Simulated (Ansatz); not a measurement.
Born–Oppenheimer molecular dynamics of C2H10AlAs (14 atoms, charge 0, multiplicity 1). It starts at the highest image of a converged band, a first-order saddle point between two minima.

Method: Ansatz 0.2.0, RKS PBE0-D4/def2-SVP.

```
ensemble                      : NVE (velocity Verlet)
time step                     : 0.5 fs
steps asked                   : 200
starting velocities drawn for : 100 K
seed                          : 11976
```

First frame:

```xyz
14
Properties=species:S:1:pos:R:3
Al -0.275 0.324 0.054
H -1.387 0.882 -1.127
C 1.076 1.702 0.357
C -1.103 -0.964 1.265
H -0.687 0.188 -1.641
As 0.636 -1.053 -2.146
H 1.344 2.222 -0.576
H 2.001 1.268 0.773
H 0.724 2.464 1.071
H -1.583 -0.465 2.123
H -0.348 -1.659 1.670
H -1.871 -1.567 0.755
H -0.146 -2.245 -1.604
H 1.620 -1.097 -0.974
```

Task: How far do the bonds stretch over the last three quarters of this one trajectory? (Pairs bonded in most of those frames.)

Result: 
```tsv
bond	mean (Å)	spread (Å)	shortest	longest
Al1–C3	1.955	0.017	1.93	1.98
Al1–C4	1.959	0.016	1.92	1.98
Al1–As6	2.520	0.174	2.30	2.75
H2–H5	0.819	0.095	0.75	1.07
C3–H7	1.102	0.007	1.09	1.12
C3–H8	1.107	0.007	1.09	1.12
C3–H9	1.104	0.010	1.09	1.13
C4–H10	1.103	0.008	1.09	1.12
C4–H11	1.107	0.014	1.08	1.13
C4–H12	1.102	0.007	1.09	1.12
As6–H13	1.528	0.010	1.51	1.55
As6–H14	1.536	0.028	1.49	1.59
```

Mean temperature of the second half: 478 K. The conserved energy stayed within 0.047 meV per atom of its start (net change 0.021 meV per atom), so the integration is sound. The kinetic energy rose, since the run started high on the potential surface and went downhill. It ends in pieces (C2H8AlAs + H2), so much of that is their flight and rotation, not heat. A run of 0.1 ps of so small a system gives no equilibrium averages. The orbitals stay closed-shell, which can raise the energy where a bond breaks towards radicals; this wasn't checked here.

The run took 12 min on 4 threads of Arm Neoverse N1, with other jobs on the host, peak memory 0.34 GiB.
